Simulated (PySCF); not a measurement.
A GIAO shielding run with PySCF 2.14.0 with density-fitted response routines (density fitting, non-relativistic, gas phase) on SMILES C[SiH2][SiH2]NCC(F)(F)F, C$_{3}$H$_{10}$F$_{3}$NSi$_{2}$:

```
$ OMP_NUM_THREADS=1 python probes_run.py task.json out

{"job": {"kind": "nmr", "xc": "PBE0", "basis": "pcSseg-1"}, "charge": 0, "multiplicity": 1}
C      3.684629     0.356728     0.244624
Si     2.152829    -0.756211     0.373760
Si     0.296592     0.476898    -0.219173
N     -0.995730    -0.680242    -0.249616
C     -2.286270    -0.379300    -0.778223
C     -3.177982     0.363850     0.216140
F     -3.242901    -0.268934     1.398904
F     -2.747027     1.605575     0.472796
F     -4.440885     0.479564    -0.225764
H      4.594147    -0.193615     0.464076
H      3.786734     0.775031    -0.752790
H      3.628985     1.187624     0.942140
H      2.393241    -1.936080    -0.472664
H      2.104144    -1.281193     1.750382
H      0.023425     1.644648     0.637881
H      0.265460     0.993936    -1.596216
H     -1.049218    -1.348654     0.504249
H     -2.176508     0.261772    -1.654924
H     -2.823468    -1.292148    -1.063044
```

Hardware: 1 thread of an Arm Neoverse V1, shared host. The job also computes population analyses, field gradients.

Question: How large is the calculation?

Answer: 90 electrons, 217 basis functions and 1170 auxiliary functions.

Question: How long does it take, and how much memory does it need?

Answer: 47 s of wall time, with 13 SCF cycles and 4 response iterations; peak memory 0.96 GiB. Times on a shared host scatter by some tens of per cent.
